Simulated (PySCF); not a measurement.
Isomers of C6H9NO, one GFN2-xTB conformer each. Single-point energies are computed at CAM-B3LYP/def2-SVPD (PySCF, gas phase, no added dispersion term), electronic only.

```
         SMILES  GFN2-xTB relative energy (kJ/mol)
   CN(C)c1ccoc1                                0.0
C=C/C=C/NC(C)=O                               60.7
C=C(C)/C=C\NC=O                               88.1
   O=CNC1CC=CC1                                2.6
C=CC(=C)CC(N)=O                              101.0
```

Conformers: `[CH2:1]=[CH:2]/[CH:3]=[CH:4]/[NH:5][C:6]([CH3:7])=[O:8]` with C1–C2–C3–C4 180°, C3–C4–N5–C6 180°, C4–N5–C6–C7 -179°; `[CH2:1]=[C:2]([CH3:3])/[CH:4]=[CH:5]\[NH:6][CH:7]=[O:8]` with C1–C2–C4–C5 180°, C4–C5–N6–C7 180°, C5–N6–C7–O8 0°; `[O:1]=[CH:2][NH:3][CH:4]1[CH2:5][CH:6]=[CH:7][CH2:8]1` with O1–C2–N3–C4 0°, C2–N3–C4–C5 122°, N3–C4–C5–C6 102°, C4–C5–C6–C7 11°, C6–C7–C8–C4 -12°, N3–C4–C8–C7 -102°; `[CH2:1]=[CH:2][C:3](=[CH2:4])[CH2:5][C:6]([NH2:7])=[O:8]` with C1–C2–C3–C4 -174°, C2–C3–C5–C6 -69°, C3–C5–C6–N7 -48°, C5–C6–N7–H 7° and 178°.

Question: What does CAM-B3LYP/def2-SVPD give for the same structures?

Answer: 
| SMILES | CAM-B3LYP/def2-SVPD E (Eh) | CAM-B3LYP/def2-SVPD (kJ/mol) | GFN2-xTB (kJ/mol) | point group |
| --- | --- | --- | --- | --- |
| O=CNC1CC=CC1 | -363.59514 | 0.0 | 2.6 | Cs |
| C=C/C=C/NC(C)=O | -363.58662 | 22.4 | 60.7 | Cs |
| C=CC(=C)CC(N)=O | -363.58447 | 28.0 | 101.0 | C1 |
| C=C(C)/C=C\NC=O | -363.57672 | 48.4 | 88.1 | Cs |
| CN(C)c1ccoc1 | -363.55867 | 95.8 | 0.0 | C1 |

GFN2-xTB puts CN(C)c1ccoc1 lowest instead; measured from each level's own lowest isomer, the values differ by up to 95.8 kJ/mol (CN(C)c1ccoc1: 0.0 against 95.8). As drawn, the lowest has a C=O bond, an N–H bond and a C(=O)–N unit, which the highest lacks; the highest has an aromatic ring, which the lowest lacks. Neighbours under 10 kJ/mol apart (C=C/C=C/NC(C)=O and C=CC(=C)CC(N)=O) can change places with a better method, another conformer or zero-point energy.

Question: Which frontier levels, dipoles and rotational constants go with these structures?

Answer: 
| SMILES | HOMO (eV, CAM-B3LYP/def2-SVPD) | LUMO (eV) | dipole (D) | A, B, C (MHz) |
| --- | --- | --- | --- | --- |
| O=CNC1CC=CC1 | -8.70 | 1.10 | 3.99 | 5329, 1255, 1162 |
| C=C/C=C/NC(C)=O | -7.33 | 0.14 | 3.62 | 8292, 754.2, 694.4 |
| C=CC(=C)CC(N)=O | -8.30 | -0.10 | 3.75 | 2837, 1721, 1309 |
| C=C(C)/C=C\NC=O | -7.50 | -0.05 | 3.84 | 6278, 944.9, 825.6 |
| CN(C)c1ccoc1 | -6.81 | 1.28 | 1.77 | 4674, 1572, 1204 |
